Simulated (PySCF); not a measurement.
PySCF input file for CH6GaNO2, SMILES C[NH][Ga]([OH])[OH], TDDFT-PBE0/def2-SVPD. Geometry optimised at B3LYP-D3(BJ)/def2-SVP. One conformer was computed; it need not be the lowest.

```python
import numpy as np
from pyscf import gto, scf, dft, tdscf

mol = gto.M(
    atom='''
    Ga    0.01540885    0.37636742   -0.00000000
    N     0.74352856   -1.28304939   -0.00000000
    C     0.00039272   -2.53013191    0.00000000
    H     1.75084800   -1.39934071    0.00000000
    H     0.21146508   -3.15118059   -0.89190366
    H     0.21146507   -3.15118059    0.89190367
    H    -1.08029498   -2.32239113   -0.00000001
    O    -1.76666855    0.50201025    0.00000000
    H    -2.07786507    1.41589498   -0.00000001
    O     0.94157939    1.91077504    0.00000000
    H     1.90036450    1.80066283    0.00000000
    ''',
    basis='def2-SVPD',
    charge=0,
    spin=0,
    symmetry=True,
    max_memory=1600,
    verbose=4,
)
mf = dft.RKS(mol, xc='pbe0').density_fit(auxbasis='def2-universal-jkfit')
mf.grids.level = 3
mf.conv_tol = 1e-9
mf.max_cycle = 100
mf.kernel()
mf.grids = dft.Grids(mol).set(level=1).build(with_non0tab=True)  # coarser grid for the response kernel
td = tdscf.TDDFT(mf)
td.singlet = True
td.nstates = 10
td.conv_tol = 1e-4
td.positive_eig_threshold = 1e-6
td.kernel(x0=td.get_init_guess(mf, 15))
td.analyze()
tt = tdscf.TDA(mf)
tt.singlet = False
tt.nstates = 4
tt.conv_tol = 1e-4
tt.positive_eig_threshold = 1e-6
tt.kernel(x0=tt.get_init_guess(mf, 9))
tt.analyze(verbose=3)
```

Log of the run:

```
PySCF version 2.14.0

[INPUT] verbose = 4
[INPUT] num. atoms = 11
[INPUT] num. electrons = 66
[INPUT] charge = 0
[INPUT] spin (= nelec alpha-beta = 2S) = 0
[INPUT] symmetry True subgroup None
[INPUT] Mole.unit = angstrom
[INPUT] Symbol           X                Y                Z      unit          X                Y                Z       unit  Magmom
[INPUT]  1 Ga     0.015408850000   0.376367420000   0.000000000000 AA    0.029118506395   0.711231346009   0.000000000000 Bohr   0.0
[INPUT]  2 N      0.743528560000  -1.283049390000   0.000000000000 AA    1.405065344192  -2.424611951390   0.000000000000 Bohr   0.0
[INPUT]  3 C      0.000392720000  -2.530131910000   0.000000000000 AA    0.000742133244  -4.781256368923   0.000000000000 Bohr   0.0
[INPUT]  4 H      1.750848000000  -1.399340710000   0.000000000000 AA    3.308623205742  -2.644370696854   0.000000000000 Bohr   0.0
[INPUT]  5 H      0.211465080000  -3.151180590000  -0.891903660000 AA    0.399611086109  -5.954868284145  -1.685453646897 Bohr   0.0
[INPUT]  6 H      0.211465070000  -3.151180590000   0.891903670000 AA    0.399611067212  -5.954868284145   1.685453665794 Bohr   0.0
[INPUT]  7 H     -1.080294980000  -2.322391130000  -0.000000010000 AA   -2.041461645942  -4.388683189819  -0.000000018897 Bohr   0.0
[INPUT]  8 O     -1.766668550000   0.502010250000   0.000000000000 AA   -3.338519712382   0.948661884224   0.000000000000 Bohr   0.0
[INPUT]  9 H     -2.077865070000   1.415894980000  -0.000000010000 AA   -3.926595906100   2.675653733347  -0.000000018897 Bohr   0.0
[INPUT] 10 O      0.941579390000   1.910775040000   0.000000000000 AA    1.779327171635   3.610841511255   0.000000000000 Bohr   0.0
[INPUT] 11 H      1.900364500000   1.800662830000   0.000000000000 AA    3.591168441846   3.402759591384   0.000000000000 Bohr   0.0

nuclear repulsion = 381.799103615392
point group symmetry = Cs
symmetry origin: [-2.57689918e-09 -1.71793262e-09 -2.86322139e-10]
symmetry axis x: [1.00000000e+00 1.04443757e-09 5.31716022e-10]
symmetry axis y: [ 1.04443757e-09 -1.00000000e+00  1.92814897e-10]
symmetry axis z: [-5.31716022e-10  1.92814911e-10  1.00000000e+00]
num. orbitals of irrep A' = 118
num. orbitals of irrep A" = 54
number of shells = 72
number of NR pGTOs = 266
number of NR cGTOs = 172
basis = def2-SVPD
ecp = {}


******** <class 'pyscf.df.df_jk.DFSymAdaptedRKS'> ********
method = DFSymAdaptedRKS
initial guess = minao
damping factor = 0
level_shift factor = 0
DIIS = <class 'pyscf.scf.diis.CDIIS'>
diis_start_cycle = 1
diis_space = 8
diis_damp = 0
SCF conv_tol = 1e-09
SCF conv_tol_grad = None
SCF max_cycles = 100
direct_scf = False
XC library pyscf.dft.libxc version 7.1.2
    S. Lehtola, C. Steigemann, M. J. T. Oliveira, and M. A. L. Marques,  SoftwareX 7, 1–5 (2018)
XC functionals = pbe0
    C. Adamo and V. Barone,  J. Chem. Phys. 110, 6158 (1999)
    M. Ernzerhof and G. E. Scuseria,  J. Chem. Phys. 110, 5029 (1999)
radial grids:
    Treutler-Ahlrichs [JCP 102, 346 (1995); DOI:10.1063/1.469408] (M4) radial grids

becke partition: Becke, JCP 88, 2547 (1988); DOI:10.1063/1.454033
pruning grids: <function nwchem_prune>
grids dens level: 3
symmetrized grids: True
atomic radii adjust function: <function treutler_atomic_radii_adjust>
small_rho_cutoff = 0
Freeze 0 electrons in irreps []
    66 free electrons in irreps A' A"
Set gradient conv threshold to 3.16228e-05
Initial guess from minao.
tot grids = 135936
******** <class 'pyscf.df.df.DF'> ********
auxbasis = def2-universal-jkfit
init E= -2170.54529929592
HOMO (A") = -0.28356852534038  LUMO (A') = -0.0952455050064875  gap/eV = 5.12453
cycle= 1 E= -2170.67911764021  delta_E= -0.134  |g|= 1.13  |ddm|= 4.68
HOMO (A") = -0.15154827093421  LUMO (A') = -0.00894497974705821  gap/eV = 3.88043
cycle= 2 E= -2170.16351353923  delta_E= 0.516  |g|= 1.98  |ddm|= 3.46
HOMO (A") = -0.237826526677503  LUMO (A') = -0.0339422780365117  gap/eV = 5.54797
cycle= 3 E= -2170.90551102385  delta_E= -0.742  |g|= 0.152  |ddm|= 2.32
HOMO (A") = -0.264116981589521  LUMO (A') = -0.03259252214561  gap/eV = 6.30010
cycle= 4 E= -2170.90871177176  delta_E= -0.0032  |g|= 0.094  |ddm|= 0.245
HOMO (A") = -0.252457708114658  LUMO (A') = -0.0312834373607473  gap/eV = 6.01846
cycle= 5 E= -2170.91049146576  delta_E= -0.00178  |g|= 0.0141  |ddm|= 0.0942
HOMO (A") = -0.253540057357966  LUMO (A') = -0.0313369158259631  gap/eV = 6.04646
cycle= 6 E= -2170.91052787839  delta_E= -3.64e-05  |g|= 0.00418  |ddm|= 0.0159
HOMO (A") = -0.253088597093677  LUMO (A') = -0.0312609048810413  gap/eV = 6.03624
cycle= 7 E= -2170.91053085685  delta_E= -2.98e-06  |g|= 0.00112  |ddm|= 0.00597
HOMO (A") = -0.253108535148107  LUMO (A') = -0.0312990829327622  gap/eV = 6.03574
cycle= 8 E= -2170.91053103294  delta_E= -1.76e-07  |g|= 0.000614  |ddm|= 0.00157
HOMO (A") = -0.253109847914491  LUMO (A') = -0.0313077024398023  gap/eV = 6.03554
cycle= 9 E= -2170.91053110529  delta_E= -7.23e-08  |g|= 0.000104  |ddm|= 0.000639
HOMO (A") = -0.253109402272879  LUMO (A') = -0.0313017207810624  gap/eV = 6.03569
cycle= 10 E= -2170.91053110757  delta_E= -2.28e-09  |g|= 2.38e-05  |ddm|= 0.000165
HOMO (A") = -0.253112613067175  LUMO (A') = -0.0313022059028714  gap/eV = 6.03577
cycle= 11 E= -2170.91053110769  delta_E= -1.24e-10  |g|= 9.55e-06  |ddm|= 3.65e-05
HOMO (A") = -0.253111641400156  LUMO (A') = -0.0313021411582972  gap/eV = 6.03574
Extra cycle  E= -2170.91053110769  delta_E= 9.09e-13  |g|= 1.11e-05  |ddm|= 2.2e-05
converged SCF energy = -2170.91053110769
tot grids = 42912
Overwritten attributes  positive_eig_threshold  of <class 'pyscf.tdscf.rks.TDDFT'>


******** <class 'pyscf.tdscf.rks.TDDFT'> for <class 'pyscf.df.df_jk.DFSymAdaptedRKS'> ********
nstates = 10 singlet
deg_eia_thresh = 1.000e-03
wfnsym = None
conv_tol = 0.0001
eigh lindep = 1e-12
eigh level_shift = 0
eigh max_cycle = 100


Excitation energies (eV)
[4.77159465 6.38472451 6.47693437 6.50646367 6.54515797 7.16194691
 7.32934143 7.40500844 7.46758228 7.59915061]

** Singlet excitation energies and oscillator strengths **
Excited State   1:   A"      4.77159 eV    259.84 nm  f=0.0094
      33 -> 34        0.69982
Excited State   2:   A"      6.38472 eV    194.19 nm  f=0.0007
      32 -> 34        0.57933
      33 -> 36       -0.37359
Excited State   3:   A"      6.47693 eV    191.42 nm  f=0.0013
      32 -> 34       -0.30240
      33 -> 36       -0.36768
      33 -> 37       -0.48747
      33 -> 39        0.12446
Excited State   4:   A'      6.50646 eV    190.56 nm  f=0.0877
      30 -> 34        0.16772
      33 -> 35        0.67805
Excited State   5:   A"      6.54516 eV    189.43 nm  f=0.0015
      32 -> 34       -0.22704
      33 -> 36       -0.45252
      33 -> 37        0.48370
Excited State   6:  ???      7.16195 eV    173.12 nm  f=0.1007
      31 -> 34        0.67958
      32 -> 36       -0.13233
Excited State   7:  ???      7.32934 eV    169.16 nm  f=0.1556
      29 -> 34        0.31542
      30 -> 34        0.57335
      32 -> 35       -0.20066
      33 -> 35       -0.11956
Excited State   8:   A"      7.40501 eV    167.43 nm  f=0.0352
      33 -> 38       -0.68589
Excited State   9:  ???      7.46758 eV    166.03 nm  f=0.0884
      29 -> 34       -0.57418
      30 -> 34        0.32988
      32 -> 35        0.13856
      33 -> 35       -0.11740
Excited State  10:   A"      7.59915 eV    163.16 nm  f=0.0012
      33 -> 37        0.10098
      33 -> 39        0.67947

** Transition electric dipole moments (AU) **
state          X           Y           Z        Dip. S.      Osc.
  1        -0.0000      0.0000     -0.2838      0.0805      0.0094
  2        -0.0000      0.0000      0.0682      0.0046      0.0007
  3         0.0000     -0.0000      0.0901      0.0081      0.0013
  4         0.1279     -0.7307      0.0000      0.5502      0.0877
  5         0.0000     -0.0000      0.0960      0.0092      0.0015
  6        -0.0000      0.0000      0.7574      0.5737      0.1007
  7         0.1185      0.9232     -0.0000      0.8663      0.1556
  8         0.0000     -0.0000     -0.4402      0.1938      0.0352
  9        -0.4946      0.4882     -0.0000      0.4829      0.0884
 10        -0.0000      0.0000      0.0805      0.0065      0.0012

** Transition velocity dipole moments (imaginary part, AU) **
state          X           Y           Z        Dip. S.      Osc.
  1        -0.0000      0.0000     -0.0553      0.0031      0.0116
  2         0.0000     -0.0000      0.0166      0.0003      0.0008
  3        -0.0000      0.0000      0.0244      0.0006      0.0017
  4         0.0300     -0.1696     -0.0000      0.0297      0.0827
  5        -0.0000      0.0000      0.0244      0.0006      0.0016
  6         0.0000     -0.0000      0.1970      0.0388      0.0983
  7         0.0362      0.2580     -0.0000      0.0679      0.1680
  8         0.0000      0.0000     -0.1201      0.0144      0.0353
  9        -0.1422      0.1370     -0.0000      0.0390      0.0947
 10         0.0000      0.0000      0.0307      0.0009      0.0023

** Transition magnetic dipole moments (imaginary part, AU) **
state          X           Y           Z
  1        -0.1421     -0.2655      0.0000
  2         0.1984     -0.5344     -0.0000
  3        -0.3959      0.3228      0.0000
  4         0.0000     -0.0000      0.1632
  5         0.5758     -0.2253      0.0000
  6        -0.4525     -0.0475     -0.0000
  7         0.0000     -0.0000     -0.2678
  8        -0.1044     -0.2074      0.0000
  9         0.0000     -0.0000     -0.9906
 10         0.3155      0.1177     -0.0000
Overwritten attributes  positive_eig_threshold  of <class 'pyscf.tdscf.rks.TDA'>


******** <class 'pyscf.tdscf.rks.TDA'> for <class 'pyscf.df.df_jk.DFSymAdaptedRKS'> ********
nstates = 4 triplet
deg_eia_thresh = 1.000e-03
wfnsym = None
conv_tol = 0.0001
eigh lindep = 1e-12
eigh level_shift = 0
eigh max_cycle = 100


Excitation energies (eV)
[4.44653886 5.53044314 6.05241416 6.29911787]

** Triplet excitation energies and oscillator strengths **
Excited State   1:   A"      4.44654 eV    278.83 nm  f=0.0000
Excited State   2:   A'      5.53044 eV    224.18 nm  f=0.0000
Excited State   3:   A"      6.05241 eV    204.85 nm  f=0.0000
Excited State   4:   A"      6.29912 eV    196.83 nm  f=0.0000
```

The run converged.

Cost: about 7 core-minutes (a rough figure).
